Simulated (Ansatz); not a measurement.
This geometry of CH9ClSi3 (14 atoms, charge 0, multiplicity 1) is a first-order saddle point.

These are results of RKS BLYP-D4/def2-SVP in Ansatz 0.2.0, not measurements.

```xyz
14
Properties=species:S:1:pos:R:3
Si -1.206 1.897 0.734
Si 0.779 0.659 1.095
Si 0.626 -1.507 0.165
C 0.149 -1.409 -1.707
Cl 0.127 0.323 -2.321
H -1.473 2.796 1.909
H -2.368 0.954 0.598
H -1.111 2.737 -0.502
H 0.991 0.484 2.576
H 1.975 1.381 0.546
H -0.432 -2.304 0.878
H 1.922 -2.258 0.291
H -0.861 -1.821 -1.892
H 0.869 -1.959 -2.341
```

Question: Which two structures does it join? (They come from a converged band through this point; their orientation in space is the band's.)

Answer: No bond is made or broken. The dihedral Si2–Si3–C4–Cl5 goes from 52 to -57°.

Image 0:

```xyz
14
Properties=species:S:1:pos:R:3
Si -1.248 1.740 0.670
Si 0.734 0.586 1.239
Si 0.733 -1.493 0.118
C 0.054 -1.195 -1.649
Cl 0.991 0.180 -2.425
H -1.314 3.091 1.323
H -2.438 0.937 1.116
H -1.319 1.910 -0.818
H 0.782 0.364 2.726
H 1.937 1.393 0.846
H -0.176 -2.475 0.807
H 2.104 -2.095 0.020
H -1.012 -0.894 -1.635
H 0.159 -2.078 -2.308
```

Image 10:

```xyz
14
Properties=species:S:1:pos:R:3
Si -1.180 1.953 0.753
Si 0.729 0.607 1.124
Si 0.568 -1.536 0.147
C 0.332 -1.365 -1.749
Cl -1.153 -0.340 -2.092
H -1.197 3.072 1.758
H -2.430 1.143 0.928
H -1.151 2.547 -0.622
H 0.944 0.432 2.603
H 1.944 1.300 0.567
H -0.602 -2.291 0.704
H 1.817 -2.343 0.383
H 0.172 -2.342 -2.244
H 1.193 -0.865 -2.232
```

Question: How far does it lie above each of them?

Answer: 5.7 kJ/mol above the first and 7.8 kJ/mol above the second. This is the barrier of this one path; another mechanism may lie lower.

The run took 12 min on 2 threads of Intel(R) Xeon(R) Platinum 8259CL CPU @ 2.50GHz (Skylake/Cascade Lake), with other jobs on the host, peak memory 0.21 GiB.
